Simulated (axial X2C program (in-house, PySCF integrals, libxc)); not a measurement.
# Curves of TiNC⁺ from open-shell CI on d2 s0 p(π)0

Computed with an in-house all-electron X2C program for linear molecules (integrals from PySCF): two-component X2C with atomic mean-field Coulomb and Gaunt terms, basis Ti dyall-v3z, N dyall-v3z, C dyall-v3z (cores contracted in-house). Orbitals come from Hartree–Fock averaged over the configuration Ti d2 s0 p(π)0; CI then distributes these electrons over the d, s, p(π) shells of Ti.

Scan along the Ti–N bond with NC moving as one mass, its bond held at 1.170 Å; masses Ti 47.948 u, N 14.003 u, C 12.000 u. Energies in cm⁻¹ from the lowest point; levels are followed by energy order within each Ω. Lowest level at 1.969 Å: 100% d2.

| R (Å) | (1)Ω=2 | (1)Ω=3 | (1)Ω=4 | (1)Ω=0 | (1)Ω=1 |
| --- | --- | --- | --- | --- | --- |
| 1.831 | 1835 | 1988 | 2142 | 3351 | 3366 |
| 1.900 | 406 | 561 | 717 | 1903 | 1921 |
| 1.969 | 0 | 157 | 314 | 1470 | 1490 |
| 2.048 | 475 | 634 | 793 | 1902 | 1925 |
| 2.127 | 1681 | 1840 | 2001 | 3056 | 3082 |
| 2.215 | 3619 | 3779 | 3941 | 4929 | 4960 |
| 2.323 | 6545 | 6706 | 6870 | 7770 | 7806 |

Problem. Fit the curves (1)Ω=2, (1)Ω=3, (1)Ω=4, (1)Ω=0, (1)Ω=1 near their minima.

Solution. From the open-shell CI curves, Te from the lowest:

| level | Te (cm⁻¹) | Re (Å) | ωe (cm⁻¹) |
| --- | --- | --- | --- |
| (1)Ω=2 | 0 | 1.967 | 571.1 |
| (1)Ω=3 | 157 | 1.967 | 571.1 |
| (1)Ω=4 | 314 | 1.967 | 571.2 |
| (1)Ω=0 | 1470 | 1.970 | 564.3 |
| (1)Ω=1 | 1490 | 1.970 | 564.6 |

Without dynamic correlation distances can be off by several hundredths of an Å (long for ionic bonds, short for multiple bonds) and the wavenumbers are rough.

The 5 lowest curves are shown; the next is (2)Ω=0, from 2285 cm⁻¹.

There is no dynamic correlation: spin–orbit spacings and, for f shells, spacings inside one term are the most reliable numbers, splittings between terms come out too wide, and energies between configurations are not reliable, so the lowest level need not be the ground state of the molecule. For d shells the ligand-field splittings (σ, π, δ) and their order can be off by a thousand cm⁻¹ or more. At most 6 roots were kept for each Ω > 0 (twice that for Ω = 0) within 3.2 eV of the lowest, so higher up levels can be missing between those listed; levels with Ω > 0 are doubly degenerate and listed once, Ω = 0 levels singly. Some active spinors are only partly of the character that their shell is named for, so the shell names and counts are nominal. States that fill the shells left empty in the average are placed too high. The molecule was held linear; bending was not examined.
